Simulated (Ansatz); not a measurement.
Species: ZnBr₂, net charge 0, singlet state. 
Geometry from a B3LYP-D3(BJ)/def2-TZVP (Ansatz, a first-principles code) optimisation:
SMILES: [Br][Zn][Br]
```xyz
3

Zn     0.0000     0.0000     0.0000
Br     0.0000     0.0000     2.2411
Br     0.0000     0.0000    -2.2411
```

Basis-set convergence of Hartree-Fock and CCSD(T) correlation energies (hartree) with Ansatz. Valence correlation only, unless marked. Spin-orbit coupling is left out. The frozen core is the preceding noble-gas configuration, with the filled d and f shells of earlier blocks. Non-relativistic.

```
basis       functions        E(HF)  E(corr, CCSD(T))
----------  ---------  -----------  ----------------
def2-SVP           95  -6921.89677          -0.53983
def2-TZVPP        160          [?]               [?]
```

**Question.** Complete the blanks.

**Answer.** 
- def2-TZVPP, E(HF): -6922.77377
- def2-TZVPP, E(corr, CCSD(T)): -0.81523
